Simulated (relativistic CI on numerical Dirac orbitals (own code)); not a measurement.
**Crystal-field levels of Co3+, 3d6**

Calculated by Dirac-Coulomb-Breit CI, KLI orbitals optimised for each configuration, a model potential for QED, valence Slater integrals scaled by 0.75, one configuration in a parametric crystal field (own radial code).

Field parameters in Wybourne normalisation: Oh B⁴₀ = 21Dq, B⁴₄ = √(5/14) B⁴₀. The field is a parameter set, without covalency.

S and J are read from ⟨S²⟩ = S(S + 1) and ⟨J²⟩ = J(J + 1) of each level; they are not fictitious spins.

Oh, 10Dq = 4100 cm⁻¹, the lowest 10 levels:

```
E (cm⁻¹)  Degeneracy  Irrep     S     J
     0.0           3     T2  2.00  3.83
     248           2      E  2.00  3.48
     284           3     T1  2.00  3.41
     600           1     A1  2.00  2.94
     696           3     T1  2.00  2.63
     756           3     T2  2.00  2.43
    4582           1     A2  2.00  3.00
    4602           3     T2  2.00  2.88
    4622           2      E  2.00  2.76
    4647           3     T1  2.00  2.60
```

Oh, 10Dq = 7400 cm⁻¹, the lowest 10 levels:

| E (cm⁻¹) | Degeneracy | Irrep | S | J |
| --- | --- | --- | --- | --- |
| 0.0 | 3 | T2 | 2.00 | 3.80 |
| 263 | 2 | E | 2.00 | 3.40 |
| 291 | 3 | T1 | 2.00 | 3.35 |
| 640 | 1 | A1 | 2.00 | 2.70 |
| 705 | 3 | T1 | 2.00 | 2.53 |
| 748 | 3 | T2 | 2.00 | 2.41 |
| 7868 | 1 | A2 | 2.00 | 3.00 |
| 7873 | 3 | T2 | 2.00 | 2.93 |
| 7879 | 2 | E | 2.00 | 2.86 |
| 7888 | 3 | T1 | 2.00 | 2.79 |

Oh, 10Dq = 10700 cm⁻¹, the lowest 16 levels:

```tsv
E (cm⁻¹)	Degeneracy	Irrep	S	J
0.0	3	T2	2.00	3.80
264	2	E	2.00	3.36
291	3	T1	2.00	3.32
643	1	A1	1.99	2.60
702	3	T1	2.00	2.48
740	3	T2	2.00	2.40
10111	1	A1	0.47	4.42
11114	2	E	1.32	4.00
11144	3	T2	1.81	3.30
11156	3	T1	1.99	2.86
11156	1	A2	2.00	3.00
11160	1	A1	1.99	2.81
11168	2	E	1.77	3.33
11193	3	T2	1.27	4.00
11689	3	T1	1.01	4.02
12744	1	A1	0.76	4.23
```

Oh, 10Dq = 14050 cm⁻¹, the lowest 16 levels:

```csv
E (cm⁻¹),Degeneracy,Irrep,S,J
0.0,3,T2,2.00,3.79
258,2,E,2.00,3.35
287,3,T1,2.00,3.31
621,1,A1,1.99,2.56
687,3,T1,1.99,2.47
726,3,T2,1.99,2.40
4286,1,A1,0.15,4.61
8040,2,E,1.00,4.25
8095,3,T2,1.01,4.19
8602,3,T1,1.01,3.96
9135,1,A1,0.96,3.91
12934,3,T1,0.99,4.24
13050,2,E,1.01,4.23
13370,3,T2,1.02,4.36
13513,1,A2,1.03,4.55
14473,1,A1,1.99,2.86
```

Oh, 10Dq = 17300 cm⁻¹, the lowest 16 levels:

| E (cm⁻¹) | Degeneracy | Irrep | S | J |
| --- | --- | --- | --- | --- |
| 0.0 | 1 | A1 | 0.08 | 4.62 |
| 1837 | 3 | T2 | 2.00 | 3.79 |
| 2075 | 2 | E | 1.99 | 3.34 |
| 2114 | 3 | T1 | 1.99 | 3.30 |
| 2432 | 1 | A1 | 1.97 | 2.57 |
| 2489 | 3 | T1 | 1.98 | 2.48 |
| 2533 | 3 | T2 | 1.99 | 2.42 |
| 6848 | 2 | E | 1.01 | 4.19 |
| 6914 | 3 | T2 | 1.02 | 4.13 |
| 7427 | 3 | T1 | 1.03 | 3.90 |
| 7834 | 1 | A1 | 1.02 | 3.81 |
| 12206 | 3 | T1 | 0.98 | 4.23 |
| 12327 | 2 | E | 1.00 | 4.21 |
| 12690 | 3 | T2 | 1.00 | 4.25 |
| 12862 | 1 | A2 | 1.00 | 4.37 |
| 15470 | 3 | T1 | 0.08 | 5.22 |

The free-ion ground term has S = 2. The field overcomes the spin-pairing energy for Oh, 10Dq = 17300 cm⁻¹, where the ground state has lower spin; these fields are assumed values.

Levels of this model without a field, named by their leading LS term (the scale mimics covalency, so terms lie below those of the real free ion): 5D_4 0, 5D_3 625, 5D_2 1052, 5D_1 1325, 5D_0 1458, 3H_6 19361, 3H_5 19712, 3H_4 19958 cm⁻¹.
